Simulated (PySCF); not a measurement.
**Electric field gradients and quadrupole coupling constants**

Species: C4H8F2S2Si.
SMILES with atom numbers: `[F:1][CH2:2][C@@H:3]1[SiH2:4][S:5][CH2:6][S:7][C@H:8]1[F:9]` (hydrogens: H10, H11 on C2; H12 on C3; H13, H14 on Si4; H15, H16 on C6; H17 on C8)

Geometry (GFN2-xTB, Å), atoms numbered from 1 in this order:
```
atom  x, y, z in Å
F1     2.7965    0.8631    0.4132
C2     1.8616   -0.1261    0.5764
C3     0.8627   -0.0667   -0.5720
Si4   -0.1297    1.5780   -0.5599
S5    -1.4275    1.5087    1.1537
C6    -2.1358   -0.1524    0.8974
S7    -0.9603   -1.5284    1.0107
C8    -0.0353   -1.2910   -0.5530
F9    -0.9244   -1.2169   -1.5948
H10    1.3834    0.0441    1.5464
H11    2.4053   -1.0781    0.5968
H12    1.4303   -0.1141   -1.5078
H13    0.7594    2.6921   -0.3091
H14   -0.9391    1.6344   -1.7719
H15   -2.8526   -0.3129    1.6984
H16   -2.6303   -0.1985   -0.0699
H17    0.5287   -2.2233   -0.6787
```

Field gradients from the PBE0/pcSseg-1 density (PySCF, non-relativistic), principal values in atomic units, ordered |Vxx| ≤ |Vyy| ≤ |Vzz|:

| atom | Vxx | Vyy | Vzz |
| --- | --- | --- | --- |
| S5 | 0.1388 | 2.1659 | -2.3047 |
| S7 | 0.5923 | 2.3833 | -2.9756 |

**Question.** Find the asymmetry η = (Vxx − Vyy)/Vzz and the couplings χ = eQV/h (234.96 MHz × Q in barn × V in au), with Q(33S) = −0.0678 b.

**Answer.** 
```json
{"atom": "S5", "environment": "sulfur bonded to C and Si", "nucleus": "33S", "η": "0.88", "χzz (MHz)": "36.72", "χxx (MHz)": "-2.21", "χyy (MHz)": "-34.50"}
{"atom": "S7", "environment": "sulfide sulfur", "nucleus": "33S", "η": "0.60", "χzz (MHz)": "47.40", "χxx (MHz)": "-9.44", "χyy (MHz)": "-37.97"}
```

**Question.** What is Vzz at S5 in SI units (1 au = 9.71736 × 10²¹ V/m²)?

**Answer.** -2.3047 au = -22.396 × 10²¹ V/m².

**Question.** And the gradient at the other heavy atoms, for which no coupling is worked out here?

**Answer.** 
```tsv
atom	environment	Vzz (au)	η
F1	alkyl fluorine	3.077	0.04
C2	sp3 C–F carbon	0.526	0.29
C3	sp3 carbon bound to silicon	-0.106	0.53
Si4	SiH2 silicon	0.541	0.67
C6	sp3 carbon bound to sulfur	0.285	0.97
C8	sp3 C–F carbon	0.453	0.66
F9	alkyl fluorine	3.005	0.06
```

**Question.** What couplings would deuterons (Q(2H) = 0.00286 b) have in place of the hydrogens, at this geometry?

**Answer.** 
| atom | bonded to | bond length (Å) | Vzz (au) | η | χzz (kHz) |
| --- | --- | --- | --- | --- | --- |
| H10 | C2 | 1.095 | 0.2799 | 0.06 | 188 |
| H11 | C2 | 1.097 | 0.2863 | 0.08 | 192 |
| H12 | C3 | 1.096 | 0.2967 | 0.02 | 199 |
| H13 | Si4 | 1.447 | 0.1727 | 0.03 | 116 |
| H14 | Si4 | 1.459 | 0.1650 | 0.02 | 111 |
| H15 | C6 | 1.087 | 0.3089 | 0.05 | 208 |
| H16 | C6 | 1.087 | 0.3035 | 0.02 | 204 |
| H17 | C8 | 1.097 | 0.2807 | 0.05 | 189 |

Isolated species at its GFN2-xTB geometry (one conformer only). GFN2-xTB bond lengths can be off by several hundredths of an ångström, more for odd bonds, and the gradients follow them. These gradients aren't converged with respect to the basis.

These values come from a run that also computed NMR shieldings. Time: 80 s; peak memory 1.0 GiB. Hardware: Arm Neoverse N1, one thread, no GPU, on a shared host.
